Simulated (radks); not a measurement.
The numbers below are computed, except where a source is named.
Effect of the nuclear size on neutral thallium, [Hg] 6p1. Code: a radial shooting solver on a logarithmic mesh with Libxc functionals. Model: Dirac Kohn-Sham, exchange-only LDA, spin-unpolarised, spherical densities, finite nucleus; open shells are shared between the two j in proportion to 2j + 1; Fermi nuclear charge, rms radius 5.4759 fm. The rms radius is varied about that value; shifts are against it.

| rms radius (fm) | total energy shift (eV) | density at nucleus (e/bohr^3) | 1s1/2 shift (meV) | 2s1/2 shift (meV) | 5p1/2 shift (meV) | 6s1/2 shift (meV) | 6p1/2 shift (meV) | 6p3/2 shift (meV) | 7s1/2 (empty) shift (meV) |
|---|---|---|---|---|---|---|---|---|---|
| 4.5505 | -37.0 | 2.717e+06 | -14800 | -2220 | 0.461 | -2.26 | 0.299 | 0.282 | -0.141 |
| 5.2569 | -9.11 | 2.556e+06 | -3640 | -547 | 0.113 | -0.556 | 0.074 | 0.069 | -0.035 |
| 5.4759 | 0 | 2.512e+06 | 0.000 | 0.000 | 0.000 | 0.000 | 0.000 | 0.000 | 0.000 |
| 5.8866 | 17.7 | 2.437e+06 | 7050 | 1060 | -0.218 | 1.08 | -0.143 | -0.135 | 0.067 |
| 6.5108 | 45.9 | 2.335e+06 | 18300 | 2760 | -0.562 | 2.80 | -0.371 | -0.350 | 0.174 |

Slopes of the eigenvalues against <r^2> in GHz/fm^2, as finite differences over the two radii next to the reference (eigenvalue slopes, not the field-shift constants of lines): 1s1/2 368000, 2s1/2 55400, 5p1/2 -11.4, 6s1/2 56.3, 6p1/2 -7.46, 6p3/2 -7.03, 7s1/2 (empty) 3.51.
